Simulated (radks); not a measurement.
Results of a calculation; reference values are marked as such.
Sr+, configuration [Kr] 5s1.

Level of theory: scalar-relativistic Kohn-Sham, BLYP, spin-polarised, spherical densities, point nucleus; open shells are filled with parallel spins first (spin-orbit coupling, left out, can overturn this in heavy ions) (a radial shooting solver on a logarithmic mesh with Libxc functionals).

Energy parts (eV):
| part | energy |
|---|---|
| total | -86525.864 |
| kinetic | 88735.711 |
| electron-nucleus | -208137.424 |
| Hartree | 35740.292 |
| exchange-correlation | -2864.442 |

Orbitals (lengths in bohr, moments of r in powers of bohr; r(90%) holds 90 % of the orbital's charge):
| orbital | occ. | eigenvalue (eV) | r(90%) |
|---|---|---|---|
| 1s up | 1 | -15947.11 | 0.0701 |
| 1s down | 1 | -15947.09 | 0.0701 |
| 2s up | 1 | -2164.684 | 0.267 |
| 2s down | 1 | -2164.672 | 0.267 |
| 2p up | 3 | -1924.422 | 0.245 |
| 2p down | 3 | -1924.410 | 0.245 |
| 3s up | 1 | -339.7336 | 0.730 |
| 3s down | 1 | -339.7130 | 0.730 |
| 3p up | 3 | -262.2340 | 0.758 |
| 3p down | 3 | -262.2121 | 0.758 |
| 3d up | 5 | -134.2123 | 0.808 |
| 3d down | 5 | -134.1882 | 0.808 |
| 4s up | 1 | -47.0143 | 1.99 |
| 4s down | 1 | -46.9405 | 1.99 |
| 4p up | 3 | -28.8882 | 2.35 |
| 4p down | 3 | -28.7919 | 2.34 |
| 5s up | 1 | -8.6149 | 5.58 |

The highest occupied level is 5s up at -8.615 eV. For comparison, the ionisation energy in NIST's Atomic Spectra Database is 11.030 eV (measured). In exact Kohn-Sham theory the highest level is minus the ionisation energy, but local and semilocal functionals leave it too shallow, through self-interaction and a potential that decays too fast; potentials with the right tail come closer. Spin moment in Bohr magnetons: 1. Summed over all electrons, <r^2> = 43.29 bohr^2, which gives a Langevin (diamagnetic) susceptibility term of -34.3 x 10^-6 cm^3/mol.
